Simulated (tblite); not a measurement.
Species: C3H10GeSSi2.
SMILES with atom numbers: `[CH:1]#[C:2][Si@@H:3]([S:4][CH3:5])[GeH2:6][SiH3:7]` (hydrogens: H8 on C1; H9 on Si3; H10, H11, H12 on C5; H13, H14 on Ge6; H15, H16, H17 on Si7)

Computed with GFN2-xTB (tblite), gas phase: L-BFGS steps from a force-field or distance-geometry start until the largest atomic force falls under 0.01 eV/Å.

Step 90: E = -546.9428 eV
```
atom  x, y, z in Å  |  force x, y, z in eV/Å
C1     -0.6775    2.8749   -0.9469   -0.017  -0.012   0.053
C2     -0.5792    1.9824   -0.1439    0.020   0.051  -0.076
Si3    -0.4168    0.4433    0.8762    0.025  -0.008  -0.038
S4     -1.5566   -1.0254   -0.2202   -0.024  -0.035   0.034
C5     -3.1654   -0.1886   -0.2458    0.066  -0.023   0.009
Ge6     1.8015   -0.2897    1.0881   -0.018   0.003  -0.022
Si7     2.9178   -1.8619   -0.2552   -0.024   0.020   0.005
H8     -0.7718    3.6829   -1.6165    0.012  -0.012   0.027
H9     -1.1380    0.6955    2.1310   -0.014   0.007  -0.003
H10    -3.0186    0.8377   -0.5597   -0.025   0.075  -0.037
H11    -3.7963   -0.7130   -0.9542    0.005  -0.038  -0.022
H12    -3.6097   -0.2248    0.7432   -0.002   0.001   0.042
H13     2.6020    1.0006    1.1130   -0.044   0.013   0.013
H14     1.9171   -0.6381    2.5599    0.035  -0.021   0.012
H15     2.4400   -1.7609   -1.6335    0.002  -0.003  -0.001
H16     2.6893   -3.2206    0.2352    0.000   0.000   0.006
H17     4.3553   -1.5826   -0.2321    0.002  -0.018  -0.003
```

Step 91: E = -546.9434 eV
```
atom  x, y, z in Å  |  force x, y, z in eV/Å
C1     -0.6713    2.8726   -0.9429   -0.024   0.022   0.013
C2     -0.5808    1.9774   -0.1427    0.026   0.016  -0.038
Si3    -0.4200    0.4376    0.8762    0.050   0.000  -0.031
S4     -1.5600   -1.0300   -0.2187   -0.028  -0.026   0.028
C5     -3.1655   -0.1868   -0.2478    0.032  -0.010   0.033
Ge6     1.8009   -0.2871    1.0896   -0.008   0.000  -0.026
Si7     2.9168   -1.8587   -0.2551   -0.038   0.017   0.020
H8     -0.7605    3.6806   -1.6130    0.011  -0.007   0.029
H9     -1.1371    0.6868    2.1331   -0.025   0.012   0.006
H10    -3.0192    0.8388   -0.5725   -0.033  -0.012  -0.005
H11    -3.7980   -0.7204   -0.9489    0.009  -0.009  -0.018
H12    -3.6089   -0.2172    0.7441    0.030   0.025  -0.021
H13     2.5989    1.0051    1.1079   -0.049   0.010   0.015
H14     1.9216   -0.6316    2.5621    0.032  -0.018   0.008
H15     2.4361   -1.7543   -1.6314   -0.001  -0.005  -0.015
H16     2.6856   -3.2171    0.2345    0.002  -0.001   0.005
H17     4.3545   -1.5838   -0.2359    0.014  -0.013   0.000
```

**Question.** Estimate the geometry and energy of step 92. (The exact step hangs on the optimiser's Hessian estimate; all steps are aligned on step 91, rigid shifts and turns removed.)

**Answer.** E = -546.9441 eV, largest force 0.046 eV/Å
```
atom  x, y, z in Å  |  force x, y, z in eV/Å
C1     -0.6693    2.8782   -0.9450   -0.028   0.036  -0.008
C2     -0.5806    1.9782   -0.1509    0.035  -0.022   0.001
Si3    -0.4188    0.4396    0.8700    0.038   0.006  -0.016
S4     -1.5585   -1.0316   -0.2186   -0.019  -0.020   0.019
C5     -3.1637   -0.1892   -0.2445    0.015  -0.021   0.027
Ge6     1.7996   -0.2869    1.0894    0.002  -0.006  -0.022
Si7     2.9160   -1.8577   -0.2548   -0.030   0.010   0.023
H8     -0.7584    3.6876   -1.6123    0.009   0.014   0.012
H9     -1.1361    0.6925    2.1265   -0.022   0.012   0.000
H10    -3.0224    0.8396   -0.5615   -0.020  -0.018  -0.003
H11    -3.7939   -0.7199   -0.9495    0.001  -0.010  -0.028
H12    -3.6085   -0.2301    0.7460    0.023   0.035  -0.007
H13     2.5963    1.0051    1.1135   -0.040   0.017   0.014
H14     1.9176   -0.6361    2.5610    0.029  -0.016   0.006
H15     2.4350   -1.7544   -1.6307   -0.004  -0.006  -0.021
H16     2.6839   -3.2147    0.2381   -0.001  -0.003   0.002
H17     4.3548   -1.5883   -0.2381    0.012  -0.007   0.002
```

The energy changes by -0.0007 eV. The first-order estimate −F·Δx gives -0.0009 eV and the mean of the old and new forces, exact on a quadratic surface, -0.0006 eV. The step makes an angle of 79° with the force vector and moves no atom by more than 0.013 Å.

What follows is the cost of the whole relaxation. On one thread of an Intel Xeon at 2.70 GHz, no GPU, shared host, this took 2.3 s of wall time.
